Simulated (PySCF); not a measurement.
Al(Me)2(OH) cation (C2H7AlO), SMILES [Al]([CH3])([CH3])[OH] (connectivity only; charge and spin as stated), charge +1, multiplicity 2. Atoms are numbered in the order given.

```xyz
11

Al     0.0863    -0.1652     0.1799
C     -1.5602    -1.1302    -0.1740
H     -1.5947    -1.4615    -1.2225
H     -2.4338    -0.4998     0.0491
H     -1.5340    -2.0018     0.5025
C     -0.0166     1.5402    -1.1598
H      0.9222     1.3016    -1.6839
H      0.0381     2.2923    -0.3571
H     -0.9431     1.4938    -1.7420
O      1.4562    -0.1539     1.0631
H      2.2352    -0.2057     1.6133
```
Charge +1, spin multiplicity 2.

Geometry: ωB97X-D3(BJ)/def2-SVP. The spin state was assumed, not searched. The isomer is the one that the SMILES or the coordinates give; other isomers of the formula were not compared. One conformer was computed; it need not be the lowest.

All values below come from PBE0/pcH-1 (PySCF).

Unrestricted Kohn–Sham, ⟨S²⟩ = 0.759. Hyperfine tensors hold the contact and dipolar terms, without spin-orbit corrections.

Computed hyperfine couplings:
| nucleus | A(iso) (MHz) | A(iso) (G) | dipolar principal values (MHz) |
|---|---|---|---|
| 27Al no. 1 | -228.2 | -81.4 | -27.0, -24.8, 51.8 |
| 13C no. 2 | 59.7 | 21.3 | -22.0, -21.7, 43.7 |
| 1H no. 3 | -11.2 | -4.0 | -10.2, -0.6, 10.7 |
| 1H no. 4 | -11.4 | -4.1 | -10.2, -0.6, 10.7 |
| 1H no. 5 | 45.6 | 16.3 | -10.3, -3.2, 13.5 |
| 13C no. 6 | 54.4 | 19.4 | -58.4, -58.0, 116.4 |
| 1H no. 7 | -8.0 | -2.9 | -27.6, -3.7, 31.4 |
| 1H no. 8 | -8.4 | -3.0 | -27.6, -3.7, 31.3 |
| 1H no. 9 | -38.6 | -13.8 | -26.9, -3.0, 29.9 |
| 17O no. 10 | 0.3 | 0.1 | -13.1, 6.1, 7.0 |
| 1H no. 11 | -3.8 | -1.4 | -4.4, -1.7, 6.1 |
